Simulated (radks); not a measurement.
Si3+, 11 electrons, occupied as [He] 2s1.75 2p6 3s1 4s0.25 (fractional occupations, a model configuration).

All-electron calculation, non-relativistic Kohn-Sham, BP86, spin-polarised, spherical densities, point nucleus; open shells are filled with parallel spins first. Program: a radial shooting solver on a logarithmic mesh with Libxc functionals.

Energy parts (hartree):
| part | energy |
|---|---|
| total | -285.78825 |
| kinetic | 285.44494 |
| electron-nucleus | -664.57532 |
| Hartree | 112.99827 |
| exchange-correlation | -19.65615 |

Orbitals (lengths in bohr, moments of r in powers of bohr):
| orbital | occ. | eigenvalue (hartree) | <r^2> | <r> |
|---|---|---|---|---|
| 1s up | 1 | -67.21576 | 0.01675 | 0.1116 |
| 1s down | 1 | -67.19278 | 0.01676 | 0.1116 |
| 2s up | 1 | -6.70298 | 0.3796 | 0.5642 |
| 2s down | 0.75 | -6.66209 | 0.3791 | 0.5640 |
| 2p up | 3 | -5.12176 | 0.3517 | 0.5292 |
| 2p down | 3 | -5.08355 | 0.3504 | 0.5285 |
| 3s up | 1 | -1.56987 | 3.682 | 1.797 |
| 4s up | 0.25 | -0.65493 | 17.39 | 3.938 |

The highest occupied level is 4s up at -17.821 eV. The density falls to 0.001 e/bohr^3 at r = 3.27 bohr.
